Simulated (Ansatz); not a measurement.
C2H5AlClF from Hartree–Fock to CCSD(T)

Cartesian coordinates in Å:
```
F 1.864 -0.282 1.308
C -0.485 1.075 -0.449
Cl -1.086 1.100 -2.047
C -1.007 0.321 0.522
Al 1.054 -1.028 0.054
H 0.343 1.755 -0.283
H -0.620 0.417 1.531
H -1.856 -0.328 0.349
H 1.599 -0.722 -1.398
H 0.192 -2.307 0.413
```

Total charge 0; spin multiplicity 1. The bonds changed during the relaxation, so this is another structure than the one it started from. Geometry: relaxed with PBE0-D4/def2-TZVP. It is one conformer, not always the lowest. Frozen core, restricted reference, the Gaussian-basis code of Ansatz. CBS rows extrapolate triple and quadruple zeta; past MP2 they add the triple-zeta difference.

```json
{"basis": "def2-TZVPP", "HF (Eh)": "-879.63717", "MP2 corr.": "-0.86335", "CCSD corr.": "-0.90867", "(T)": "-0.03505", "CCSD(T) total": "-880.58089"}
{"basis": "def2-QZVPP", "HF (Eh)": "-879.66590", "MP2 corr.": "-0.93532", "CCSD corr.": "–", "(T)": "–", "CCSD(T) total": "–"}
{"basis": "CBS(def2)", "HF (Eh)": "-879.66986", "MP2 corr.": "-0.98863", "CCSD corr.": "-1.03395", "(T)": "as TZ", "CCSD(T) total": "-880.73886"}
```
